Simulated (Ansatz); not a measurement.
Program: Ansatz. Geometries: PBE0-D4/def2-TZVP. ΔE: electronic, gas phase. CCSD(T)/CBS adds triple-zeta CCSD(T) − MP2 to the extrapolated MP2 energy (def2 sets, frozen cores). Functionals use def2-TZVPP. Elements past krypton have def2 core potentials. For Sn outer-core shells are correlated without core-valence functions, which leaves a few kJ/mol of doubt a bond. Each species was taken in one conformer, which may not be the lowest.

Reaction (formal exchange of groups at the Al–Sn bond): `[CH3][SnH2][AlH2]` + `CCCC` → `CC[CH](C)[AlH2]` + `[CH3][SnH3]`

```json
{"species": "`[CH3][SnH2][AlH2]`", "ωB97X-V energy (Eh)": "-498.96943"}
{"species": "`CCCC`", "ωB97X-V energy (Eh)": "-158.46649"}
{"species": "`CC[CH](C)[AlH2]`", "ωB97X-V energy (Eh)": "-401.43815"}
{"species": "`[CH3][SnH3]`", "ωB97X-V energy (Eh)": "-255.97456"}
```

(1) Work out ΔE.

Largest T1 diagnostic among the species: 0.012.

## Answers

(1) ΔE = (-401.43815) + (-255.97456) − (-498.96943) − (-158.46649) = 0.02321 Eh = +60.9 kJ/mol. CCSD(T)/CBS gives +67.7 kJ/mol.

In def2-TZVPP, CCSD(T) changes the Hartree–Fock value by −13.0 kJ/mol (the triples alone add −2.6 kJ/mol) and MP2 by −14.7 kJ/mol. The D4 term adds −7.8 kJ/mol with B3LYP and −4.1 kJ/mol with PBE0; it sums over pairs of atoms, weighted by their polarisabilities, and B3LYP, whose exchange is more repulsive, gets the larger term.

B3LYP here is the variant with VWN-RPA as its local correlation; programs differ in this.
